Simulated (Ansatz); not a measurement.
Ansatz (an electronic-structure program) input (CAM-B3LYP/def2-TZVP):

Ansatz 0.2 input:
```yaml
crystal:
  periodic: [false, false, false]
  atoms:
    - {symbol: Lu, position_ang: [-0.00000000, -0.00000000, -0.02644740]}
    - {symbol: H, position_ang: [0.00000000, 0.00000000, 1.87776509]}
basis:
  gaussian:
    orbitals: def2-TZVP
hamiltonian:
  xc: {name: CAM-B3LYP}
total_charge: -1
magnetization: {spin_polarized: true, initial_magnetization: 1}
```

End of the output:

```
integrals: 0.05 GiB planned
883 factors; their error is unknown
integrals: 0.08 GiB planned
123 factors; integrals over basis functions are off by at most 4.9e-4 eV
mean field: 0.56 GiB planned
mean field evaluation 1: about -33650.4932 eV, gradient 2.7e1 eV
mean field evaluation 2: about -33649.0991 eV, gradient 6.9e1 eV
mean field evaluation 4: about -33652.1559 eV, gradient 9.4e-1 eV
mean field evaluation 8: about -33652.1940 eV, gradient 1.1e-1 eV
mean field evaluation 16: about -33652.2829 eV, gradient 2.5e-3 eV
mean field evaluation 32: about -33652.2829 eV, gradient 2.3e-5 eV
mean field -33652.28287002 eV, -1236.6985851366 hartree, gradient 8.0e-6 eV, S^2 0.810066; 3 other end points of the search recorded, 0 dependent functions left out
reference -33652.28294931 eV, -1236.6985880504 hartree; 23, 22 occupied and 79, 80 virtual orbitals, 883 factors
Total energy: -33652.28294931 eV, -1236.6985880504 hartree
```

This state (charge -1, doublet) is run at the relaxed geometry of the species with charge 0 and multiplicity 1.
